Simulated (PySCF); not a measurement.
C5H7Cl2 (doublet state).
Structure used (GFN2-xTB), in Å, numbered top down from 1:
```
atom  x, y, z in Å
Cl1    1.9389   -0.4363    1.8823
C2     1.8526   -0.4061    0.1748
Cl3    3.2755    0.1326   -0.6141
C4     0.5497   -0.1856   -0.4736
C5    -0.2548    1.0976   -0.0961
C6    -1.5118    0.2387    0.0760
C7    -0.6449   -1.0269    0.0238
H8     0.6846   -0.2605   -1.5533
H9     0.0910    1.5339    0.8376
H10   -0.2836    1.8651   -0.8652
H11   -2.0660    0.3936    0.9982
H12   -2.1952    0.3179   -0.7661
H13   -0.4636   -1.4534    1.0066
H14   -0.9732   -1.8112   -0.6530
```

The hyperfine couplings belong to this conformer and change with its torsions.

Identity: `Cl[C](Cl)C1CCC1` [radical].

Computed with UKS B3LYP, pcH-1 on C Cl H, non-relativistic, mean-field spin-orbit, GIAO in PySCF 2.14.0. Geometry: GFN2-xTB, one conformer, isolated molecule. Couplings are sensitive to structure, and on GFN2-xTB geometries they can be far from those on DFT ones. The SCF solution wasn't tested for stability.

**Question.** Match the computed a_iso(13C) values +225.9, +43.1, -18.3, -3.0 MHz (means over equivalent nuclei) with the sites C2; C4; C5/C7; C6.

**Answer.** 
| site | a_iso (MHz) | ρ(0) (bohr⁻³) | position | distance from C2 (Å) | spin population | largest \|T\| (MHz) |
| --- | --- | --- | --- | --- | --- | --- |
| C2 | +225.9 | +0.2002 | largest spin population | 0.00 | +0.81 | 153.2 |
| C4 | -18.3 | -0.0163 | 1 bond from C2 | 1.47 | -0.06 | 4.6 |
| C5/C7 | +43.1 | +0.0383 | 2 bonds from C2 | 2.59 | +0.05 | 9.7 |
| C6 | -3.0 | -0.0026 | 3 bonds from C2 | 3.43 | 0.00 | 0.9 |

ρ(0) is the spin density at the nucleus and T the dipolar tensor; a_iso includes a spin–orbit part; entries for several nuclei are means. The largest Mulliken spin populations are on C2 (+0.81), Cl3 (+0.08), C5 (+0.07) and Cl1 (+0.07). No atom but C2 exceeds +0.15. The angles at C2 add up to 353.2°, so it is slightly pyramidal.

Examples of negative spin density at the nucleus (bohr⁻³): C4 (-0.0163) and C6 (-0.0026).

Means are taken over nuclei equivalent by connectivity, which assumes that they swap fast. The 13C value of +43.1 MHz is a mean of couplings from 30.1 to 56.1 MHz in this one geometry, not an average over conformers.

Time: 77 s wall (grids of density and orbitals included); peak memory 0.97 GiB. Hardware: one thread of an Arm Neoverse V2, no GPU, shared host.
